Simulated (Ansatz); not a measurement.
Consider the ligand exchange at the Al–N bond: `[AlH2][N]1C[SiH2]1` + `N[Si]1(Cl)CO1` → `[AlH2][NH][Si]1(Cl)CO1` + `C1N[SiH2]1`.

Computed with Ansatz on PBE0-D4/def2-TZVP structures; ΔE is electronic, products minus reactants. CCSD(T)/CBS is the MP2 limit (def2-TZVPP, def2-QZVPP) plus CCSD(T) − MP2 in def2-TZVPP, frozen cores. DFT in def2-TZVPP. B3LYP here is the variant with VWN-RPA as its local correlation; programs differ in this. Each species was taken in one conformer, which may not be the lowest.

| level | ΔE (kJ/mol) |
| --- | --- |
| B3LYP-D4 | 12.7 |
| SCS-MP2/def2-QZVPP | 12.6 |

Q: What does CCSD(T)/CBS give? (An estimate is asked.)

A: Ansatz gave: +9.7 kJ/mol. The listed levels differ from it by 3.0, 2.9 kJ/mol.

Largest T1 diagnostic among the species: 0.013.

In def2-TZVPP, CCSD(T) changes the Hartree–Fock value by −7.0 kJ/mol (the triples alone add −1.2 kJ/mol) and MP2 by −4.5 kJ/mol.
